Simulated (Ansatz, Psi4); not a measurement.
# Predicting a hybrid from its neighbours: Ge2H6 (digermane)

Ge2H6 has 8 atoms, charge 0, and is taken as a singlet. As SMILES, `[GeH3][GeH3]`. The coordinates come from a PBE0-D4/def2-TZVP relaxation.

The vertical energy of the triplet above the singlet y, in eV, basis 6-31G(d); a is the functional's share of exact exchange. Programs: Ansatz 0.2.0, Psi4 1.11.

| functional | program | a | y (eV) |
| --- | --- | --- | --- |
| r2SCAN | Psi4 | 0 | 6.42 |
| TPSS | Psi4 | 0 | 6.42 |
| B3LYP | Psi4 | 0.2 | 6.44 |
| PBE0 | Psi4 | 0.25 | ? |
| r2SCAN0 | Ansatz | 0.25 | 6.57 |
| BHLYP | Psi4 | 0.5 | 6.77 |

**Question.** Fit y = c + s·a to the known rows and predict PBE0.

**Answer.** 
1. Means of the 5 rows: a = 0.1900, y = 6.524.
2. Σ(Δa)² = 0.172, Σ(Δa·Δy) = 0.1177, so the slope is 0.1177/0.172 = 0.6843.
3. Intercept: 6.524 − (0.6843) × 0.1900 = 6.394. The largest residual of the fit is 0.091.
4. PBE0: 6.394 + (0.6843) × 0.25 = 6.57 eV.

The run gave 6.49 eV, so the prediction is off by +0.08 eV, within the largest residual.
